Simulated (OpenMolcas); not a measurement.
# OpenMolcas run: Sn IV

Input:

```
&GATEWAY
Coord
1

Sn 0.0 0.0 0.0
Basis=ANO-RCC-VTZP
Group=XYZ
NoMove
AngMom=0.0 0.0 0.0
AMFI
&SEWARD
&RASSCF
FileOrb=start.orb
Symmetry=1
Spin=2
nActEl=1 0 0
Inactive=14 9
Ras2=1 3
CIRoot=1 1 1
SDav=1
CIMx=300
Iter=120 100
PrWF=0.3
OrbListing=Nothing
MaxOrb=0
Atom
>>> COPY $Project.JobIph JOB001
&RASSCF
FileOrb=start.orb
Symmetry=2
Spin=2
nActEl=1 0 0
Inactive=14 9
Ras2=1 3
CIRoot=3 3 1
SDav=3
CIMx=300
Iter=120 100
PrWF=0.3
OrbListing=Nothing
MaxOrb=0
Atom
>>> COPY $Project.JobIph JOB002
&RASSI
NrOfJobIphs=2 1 3
1
1 2 3
IphNames
JOB001
JOB002
EJob
SpinOrbit
DIPRint=1.0
SOCoupling=1000.0
Subsets=2
MEES
Property=10
'ANGMOM' 1 'ANGMOM' 2 'ANGMOM' 3 'MLTPL  1' 1 'MLTPL  1' 2 'MLTPL  1' 3
'AMFI' 1 'AMFI' 2 'AMFI' 3 'MLTPL  2' 6
SOProperty=3
'ANGMOM' 1 'ANGMOM' 2 'ANGMOM' 3
```

A driver script runs the steps one by one and writes start.orb anew before each from the orbitals found so far.

Output, cut to the results:

```
--- SEWARD ---
Basis set label: SN.ANO-RCC...7S6P4D2F1G.

      Electronic valence basis set:
      ------------------
      Associated Effective Charge  50.000000 au
      Associated Actual Charge     50.000000 au
      Nuclear Model: Point charge

      Shell  nPrim  nBasis  Cartesian Spherical Contaminant
         s      22       7        X
         p      19       6        X
         d      13       4                 X
         f       5       2                 X
         g       3       1                 X
                  Relativistic Douglas-Kroll-Hess integrals:
                    - DKH order of Hamiltonian: 2
                    - DKH order of Properties : 0
                  Atomic mean-field integrals
--- RASSCF ---
Wave function specifications:
      -----------------------------

      Number of closed shell electrons          46
      Number of electrons in active shells       1
      Max number of holes in RAS1 space          0
      Max nr of electrons in RAS3 space          0
      Number of inactive orbitals               23
      Number of active orbitals                  4
      Number of secondary orbitals              41
      Spin quantum number                      0.5
      State symmetry                             1
Orbital specifications:
      -----------------------

      Symmetry species                           1   2
                                                ag  au
      Frozen orbitals                            0   0
      Inactive orbitals                         14   9
      Active orbitals                            1   3
      RAS1 orbitals                              0   0
      RAS2 orbitals                              1   3
      RAS3 orbitals                              0   0
      Secondary orbitals                        21  20
      Deleted orbitals                           0   0
      Number of basis functions                 36  32
      Number of CSFs                             1
      Number of root(s) required                 1
      Iter CI   SX   CI       RASSCF       Energy    max ROT     max BLB   max BLB  Level Ln srch  Step   QN
          iter iter root      energy       change     param      element    value   shift minimum  type update
 Nr of preliminary CI iterations:   1
 ###############################################################################
 ###############################################################################
 ###                                                                         ###
 ###                                                                         ###
 ###    WARNING: Problems in orbital optimization.                           ###
 ###                                                                         ###
 ###                                                                         ###
 ###############################################################################
 ###############################################################################
  Warning: In symmetry  2, orbital p=  10 has diagonal density matrix element D(p,p) close to zero. D(p,p)=  0.000000E+00
  Warning: In symmetry  2, orbital p=  11 has diagonal density matrix element D(p,p) close to zero. D(p,p)=  0.000000E+00
        ...
  Warning: In symmetry  2, orbital p=  10 has diagonal density matrix element D(p,p) close to zero. D(p,p)=  0.000000E+00
  Warning: In symmetry  2, orbital p=  11 has diagonal density matrix element D(p,p) close to zero. D(p,p)=  0.000000E+00
  Warning: In symmetry  2, orbital p=  12 has diagonal density matrix element D(p,p) close to zero. D(p,p)=  0.000000E+00
        4   1    2    1  -170.64299472   -1.82E-12  -1.91E-08   15  17 1  4.65E-08   0.50   0.00    SX    NO
      Convergence after  4 iterations
        5   1    2    1  -170.64299472    7.28E-12  -1.91E-08   15  16 1  2.54E-08   0.50   0.00    SX    NO
      Natural orbitals and occupation numbers for root  1
      sym 1:   1.000000
      sym 2:   0.000000   0.000000   0.000000
::    RASSCF root number  1 Total energy:  -6170.64299472
--- RASSCF ---
Wave function specifications:
      -----------------------------

      Number of closed shell electrons          46
      Number of electrons in active shells       1
      Max number of holes in RAS1 space          0
      Max nr of electrons in RAS3 space          0
      Number of inactive orbitals               23
      Number of active orbitals                  4
...
--- RASSI ---
SPIN-FREE ENERGIES:
  (Shifted by EMIN (a.u.) =      -6170.6429947209)

 SF State       Relative EMIN(au)   Rel lowest level(eV)    D:o, cm**(-1)      L_eff

     1             0.0000000000        0.0000000000              0.0000         0.0
     2             0.3258789234        8.8676172542          71522.1566         1.0
     3             0.3258789234        8.8676172542          71522.1566         1.0
     4             0.3258789234        8.8676172542          71522.1566         1.0
     Dipole printing threshold changed to   1.00000000E+00

++ Dipole transition strengths (spin-free states):
   -----------------------------------------------
     for osc. strength at least  1.00000000E+00

  ( Max oscillator strength is only   0.37784422378956428      )
--
Eigenvalues of complex Hamiltonian:
   -----------------------------------
  (Shifted by EMIN (a.u.) =      -6170.6429947209)

 SO State       Relative EMIN(au)   Rel lowest level(eV)    D:o, cm**(-1)     J-value

     1             0.0000000000        0.0000000000              0.0000         0.4
     2             0.0000000000        0.0000000000              0.0000         0.4
     3             0.3096685760        8.4265112290          67964.3966         0.4
     4             0.3096685760        8.4265112290          67964.3966         0.4
     5             0.3339840971        9.0881702669          73301.0366         1.0
     6             0.3339840971        9.0881702669          73301.0366         1.0
     7             0.3339840971        9.0881702669          73301.0366         1.3
     8             0.3339840971        9.0881702669          73301.0366         1.3
Weights of the five most important spin-orbit-free states for each spin-orbit state.

 SO State  Total energy (au)           Spin-free states, spin, and weights
 -------------------------------------------------------------------------------------------------------
...
```

The J values that RASSI prints are effective ones from its own formula and need not be integers or half-integers; the table below assigns J from the states.

Levels above the lowest, from the spin-orbit matrix, grouped by J:

```tsv
Configuration	Term	J	E (cm-1)	Measured (cm-1)	Term weight %
5s	2S	1/2	0.0	0.0	100
5p	2P*	1/2	67964	69564	100
5p	2P*	3/2	73301	76072	100
```

Against the 2 measured excited levels shown (Moore, Atomic Energy Levels, vol. III, NSRDS-NBS 35 (1971 reprint of NBS Circular 467, 1958)) the mean absolute deviation is 2200 cm-1; the largest miss in energy is 5p 2P* 3/2: computed 73301, measured 76072 cm-1 (-3.6 %).

With one active electron the reference holds no correlation, so core polarisation is missing. Computed and measured levels are paired by configuration, term and J; levels that our copy of the source lacks, or whose pairing is in doubt (as where it misses far off the trend of its configuration), stay unpaired and out of the deviations. Levels of configurations outside the active space are missing.

The term weight is that of the spin-free term in the level, not the purity of its configuration. * marks odd parity.
